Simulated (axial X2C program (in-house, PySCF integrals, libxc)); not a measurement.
## Spectroscopic constants of PdAs

Computed with an axial X2C code built on PySCF integrals. Spin-free means the one-electron spin-free X2C Hamiltonian; two-component (2c) means X2C with spin–orbit coupling and atomic mean-field two-electron Coulomb and Gaunt terms, so the difference of the two also holds small scalar two-electron terms. Basis: Pd dyall-cv3z [12s12p8d5f3g], As dyall-cv3z [9s9p6d4f1g] (cores contracted in-house); Gaussian nuclei, density fitting, unrestricted open shells. Masses: Pd 105.903 u, As 74.922 u.

Input:
```json
{"zs": [46, 33], "q": 0, "bas": ["dyall-cv3z", "dyall-cv3z"], "levels": ["PBE0", "HF", "PBEsol"], "cc": true, "r0": 2.41, "thr": -2.0, "nmax": 90, "npts": 10, "nst": 2, "ntry": 6}
```
```bash
python so2c.py task.json out
```

Keys: zs atomic numbers; q charge; bas basis sets; levels methods; cc coupled cluster on or off; r0 starting distance in Å; thr threshold in hartree for freezing inner shells (an s shell follows its p shell); nmax most natural virtual spinors; npts points on the curve; nst determinants followed; ntry starts of the search. HF also brings MP2.

State, spin-free: M_S = 3/2, Λ = 0 (beyond evenly filled blocks: σα, π+α, π-α); electrons by block: σα: 17, σβ: 16, π+α: 9, π+β: 8, π-α: 9, π-β: 8, δ+α: 3, δ+β: 3, δ-α: 3, δ-β: 3. Fragments: Pd + As.

State, 2c: Ω = 3/2 (⟨Sz⟩ = 1.50, ⟨Lz⟩ = 0.00 at PBE0); electrons by block: 1/2: 25, -1/2: 25, 3/2: 12, -3/2: 11, 5/2: 3, -5/2: 3. Fragments: Pd + As.

```
Hamiltonian   level  Re (Å)  ωe (cm⁻¹)  ωexe (cm⁻¹)  Be (cm⁻¹)  De (eV)  k (mdyn/Å)  μ (D)
  spin-free    PBE0   2.269      265.3         0.97    0.07464     1.89        1.82  -2.11
  spin-free  PBEsol   2.234      291.5        0.969    0.07697     2.62         2.2  -1.81
         2c    PBE0   2.271      264.0        0.969    0.07452     1.89         1.8  -2.12
```

Dipoles are positive if As is the positive end.

The state is one determinant whose occupation by symmetry is held fixed; it was picked as the lowest of a PBE0 search that is not exhaustive. De is counted from the lowest determinant-based energies of the atoms at the same level, without counterpoise correction. Density functionals use the spin component along the axis (collinear). PBE0 can misorder states that lie within some tenths of an eV, so this need not be the ground state of the molecule. The nearest other spin-free determinant of the search, M_S = 1/2, Λ = 0, lies 0.26 eV up at the distance of the search. With several unpaired electrons one determinant need not be a pure state. This is the top spin component of a Σ state; components of lower Ω are not single determinants and can lie lower.

No reliable constants came from HF (2c), HF (spin-free), MP2 (2c), MP2 (spin-free), PBEsol (2c): no minimum in range, unconverged points, a curve that is not smooth, a change of character along it, or the two Hamiltonians disagreeing along it.

Rough cost a point (2c) on 1 thread(s) of a shared host, integrals apart: PBE0 1.7 s.
